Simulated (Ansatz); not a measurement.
Harmonic frequencies (cm⁻¹) at PBE0-D4/def2-TZVP from Ansatz: 32, 44, 75, 109, 130, 166, 227, 350, 510, 541, 559, 618, 634, 648, 694, 768, 816, 828, 902, 911, 922, 927, 962, 1108, 1160, 1170, 1417, 2190, 2207, 2210, 2224, 2248, 2582, 2666, 3064, 3119.

Each molecule was computed in one conformer, which needn't be the lowest.

Task: Which molecule is it?
A. `[CH3][GaH][CH2]O`
B. `C=NBC`
C. `B[SiH2]CS[SiH3]`
D. `BOB[SiH3]`

Result: C.
